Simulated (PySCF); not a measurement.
cis-Si(NH3)2F4.
SMILES: `N->[Si](<-N)(F)(F)(F)F`

The closed-shell ground state was solved at several levels (PySCF, density fitting, gas phase, non-relativistic). Geometry: PBE0-D3(BJ)/def2-SVP; no solvent, vibrations or thermal averaging.

| level | basis functions | total energy (Eh) | HOMO (eV) | LUMO (eV) | gap (eV) | dipole (D) |
| --- | --- | --- | --- | --- | --- | --- |
| PBE0/pcSseg-1 | 156 | -801.5849 | -9.56 | 0.03 | 9.59 | 8.59 |
| wB97X-D/pcSseg-1 | 156 | -802.0639 | -11.54 | 1.90 | 13.44 | 8.65 |

Problem. What might CAM-B3LYP/def2-SVPD (204 basis functions) give for the same quantities?

Solution. Total energy -801.7028 Eh, HOMO -11.25 eV, LUMO 0.16 eV, gap 11.41 eV, dipole 8.38 D.

Problem. Over all these levels, which gives the widest orbital gap and which the narrowest?

Solution. wB97X-D/pcSseg-1 (range-separated hybrid) has the widest, 13.44 eV, and PBE0/pcSseg-1 (global hybrid, 25 % exact exchange) the narrowest, 9.59 eV. The two share the basis. From the narrowest to the widest the HOMO moves by -1.98 eV and the LUMO by +1.87 eV.

Problem. How far do the dipole and the HOMO energy spread over the levels?

Solution. The dipole runs from 8.38 to 8.65 D (mean 8.54 D) and the HOMO from -11.54 to -9.56 eV.

The pairwise dispersion term of wB97X-D wasn't added to the energies; at a given geometry it leaves orbitals and properties as they are.
